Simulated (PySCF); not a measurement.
# Complete the spectrum of Si(vinyl)2Ph2

Si(vinyl)2Ph2, C16H16Si.
Cartesian coordinates in Å at the PBE0-D3(BJ)/def2-SVP level; atoms count from 1:
```
atom  x, y, z in Å
Si1    0.7935    0.0250    0.5590
C2     0.8926    0.0887    2.4317
C3     0.7619   -0.9716    3.2376
H4     1.0984    1.0622    2.8981
H5     0.5510   -1.9725    2.8435
H6     0.8554   -0.8911    4.3268
C7     2.5340    0.0352   -0.1396
C8     2.9652    0.8846   -1.0797
H9     3.2434   -0.7066    0.2534
H10    2.3064    1.6502   -1.5061
H11    3.9915    0.8582   -1.4641
C12   -0.1317    1.5378   -0.0759
C13    0.2839    2.8294    0.2876
C14   -0.3837    3.9590   -0.1809
C15   -1.4851    3.8167   -1.0255
C16   -1.9112    2.5436   -1.3990
C17   -1.2391    1.4158   -0.9277
H18    1.1500    2.9598    0.9444
H19   -0.0446    4.9555    0.1134
H20   -2.0109    4.7014   -1.3933
H21   -2.7725    2.4273   -2.0617
H22   -1.5827    0.4215   -1.2270
C23   -0.0963   -1.5412    0.0148
C24    0.3989   -2.3309   -1.0333
C25   -0.2870   -3.4655   -1.4668
C26   -1.4867   -3.8292   -0.8575
C27   -1.9983   -3.0551    0.1843
C28   -1.3079   -1.9236    0.6142
H29    1.3362   -2.0500   -1.5225
H30    0.1164   -4.0679   -2.2847
H31   -2.0259   -4.7178   -1.1953
H32   -2.9399   -3.3354    0.6635
H33   -1.7195   -1.3252    1.4325
```

Method used: TDDFT CAM-B3LYP/def2-SVPD, vertical, gas phase, core orbitals frozen in the response (PySCF 2.14.0, density-fitted response routines).

Orbital energies (eV): HOMO-3 -8.59, HOMO-2 -8.52, HOMO-1 -8.48, HOMO -8.40, LUMO 0.26, LUMO+1 0.47, LUMO+2 0.68.

Lowest singlets, with some entries withheld (?).

| state | ν̃ (cm⁻¹) | f | main configurations (H = HOMO, L = LUMO) |
| --- | --- | --- | --- |
| S1 | 43220 | ? | H-1→L (22%), H→L+4 (13%), H-1→L+3 (12%) |
| S2 | 43240 | 0.0025 | H-3→L+1 (27%), H-2→L+4 (15%), H-1→L+1 (10%) |
| S3 | ? | 0.100 | H→L (36%), H-1→L (8%) |
| S4 | 48190 | 0.032 | ? |
| S5 | 50210 | 0.030 | H→L+3 (14%), H-4→L (13%), H-7→L (11%) |
| S6 | 50880 | ? | ? |
| S7 | 52860 | 0.088 | H-2→L+3 (11%), H-6→L (10%), H-5→L (10%) |
| S8 | ? | 0.714 | H→L (20%), H-1→L+2 (14%), H-2→L (11%) |
| S9 | 53670 | 0.018 | ? |
| S10 | 54220 | ? | H→L+1 (21%), H-1→L (21%), H→L+2 (12%) |

(1) Fill in the withheld entries.

(2) How far apart are S3 and S7, in eV and cm⁻¹?

(3) What is the mean static polarisability from the same response equations?

(4) Where do the lowest triplets lie (Tamm–Dancoff)?

Answers

(1) 
- S1: f = 0.0022
- S3: ν̃ = 47650 cm⁻¹
- S4: H-2→L+1 (39%), H→L (14%), H-3→L+2 (9%)
- S6: f = 0.064; H-2→L (32%), H-4→L (12%), H-5→L (11%)
- S8: ν̃ = 53510 cm⁻¹
- S9: H-5→L+1 (26%), H-6→L+1 (25%), H-4→L+1 (9%)
- S10: f = 0.090

(2) 6.554 − 5.908 = 0.646 eV, or about 5210 cm⁻¹.

(3) 207.5 au (30.74 Å³), with principal values 181.1, 194.1 and 247.2 au.

(4) T1 4.02 eV, H→L (21%), H-1→L+4 (14%), H-2→L+1 (13%); T2 4.02 eV, H-2→L+1 (28%), H-3→L+4 (13%), H→L+1 (11%); T3 4.17 eV, H-4→L (31%), H-4→L+3 (18%), H-5→L+6 (16%); T4 4.23 eV, H-4→L+6 (22%), H-5→L+3 (21%), H-5→L (19%). E(S1) − E(T1) = +1.34 eV.

Time: 4.2 min wall, 8.9 min CPU (grids of density and orbitals included); peak memory 4.8 GiB. Hardware: 2 threads, Intel Xeon 6975P-C (x86_64), on a shared host.

One conformer stands for the species.
